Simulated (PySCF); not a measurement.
A GIAO shielding run with PySCF 2.14 (density fitting, non-relativistic, gas phase) on SMILES C[C@@H]([SiH2]P)[SiH2]C(F)(F)F, C3H10F3PSi2:

```
$ OMP_NUM_THREADS=1 python probes_run.py task.json out

{"job": {"kind": "nmr", "xc": "PBE0", "basis": "pcSseg-1"}, "charge": 0, "multiplicity": 1}
C      0.226463    -0.987869     1.800663
C     -0.461376    -0.810158     0.443163
Si    -1.514843     0.798157     0.442620
P     -2.473273     0.952259    -1.579168
Si     0.756980    -0.974119    -1.005419
C      2.205957     0.292875    -0.685959
F      2.983669     0.459558    -1.774239
F      1.770930     1.528549    -0.350447
F      3.035957    -0.086152     0.306839
H      0.927199    -0.178901     1.990030
H     -0.509711    -0.983605     2.601606
H      0.775509    -1.926715     1.850161
H     -1.174639    -1.632525     0.319428
H     -2.586657     0.633920     1.437239
H     -0.707294     1.958560     0.826766
H     -1.569954     1.870373    -2.081813
H     -3.359885     1.942472    -1.202163
H      0.215658    -0.583930    -2.305209
H      1.449506    -2.263497    -1.041558
```

Hardware: 1 thread of an Intel Xeon, shared host. The job also computes population analyses, field gradients.

(1) How large is the calculation?

(2) How long does it take, and how much memory does it need?

## Answers

(1) 98 electrons, 224 basis functions and 1235 auxiliary functions.

(2) 2.6 min of wall time, with 12 SCF cycles and 4 response iterations; peak memory 1.1 GiB. Times on a shared host scatter by some tens of per cent.
